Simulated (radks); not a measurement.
Spherical quantum dot in the effective-mass picture: electrons in a parabolic well V = omega^2 r^2 / 2 with omega = 0.482, with a point charge +1 (a donor) at the centre, all in effective atomic units (hartree* = m*/eps^2 hartree, bohr* = eps/m* bohr), one dielectric constant everywhere. Method: non-relativistic Kohn-Sham, LDA (Slater exchange, Perdew-Wang correlation), spin-polarised, spherical densities; computed with a radial shooting solver with Libxc functionals. Levels are named by radial order and angular momentum (1s, 1p, 1d, 2s, ...), and open shells are averaged over m.

N = 35, configuration 1s2 1p6 1d10 2s2 1f14 2p(up 1, down 0). This is the lowest configuration that the search found. Occupied and some empty levels:

| level | occupation | eigenvalue (hartree*) | <r> (bohr*) |
|---|---|---|---|
| 1s up | 1 | 9.0714 | 2.014 |
| 1s down | 1 | 9.0848 | 2.045 |
| 1p up | 3 | 9.3291 | 3.583 |
| 1p down | 3 | 9.3347 | 3.608 |
| 2s up | 1 | 9.4075 | 3.517 |
| 2s down | 1 | 9.4128 | 3.488 |
| 1d up | 5 | 9.5064 | 4.131 |
| 1d down | 5 | 9.5097 | 4.137 |
| 1f up | 7 | 9.6988 | 4.492 |
| 1f down | 7 | 9.7016 | 4.491 |
| 2p up | 1 | 9.7426 | 3.712 |
| 2p down | 0 | 9.7531 | 3.713 |
| 3s up | 0 | 9.9012 | 3.798 |
| 3s down | 0 | 9.9070 | 3.806 |
| 1g up | 0 | 9.9111 | 4.771 |
| 1g down | 0 | 9.9140 | 4.769 |
| 2d up | 0 | 10.012 | 4.103 |
| 2d down | 0 | 10.019 | 4.119 |

Energy (hartree*): total 200.495, kinetic 13.783, external 61.078, Hartree 136.37, exchange-correlation -10.736.
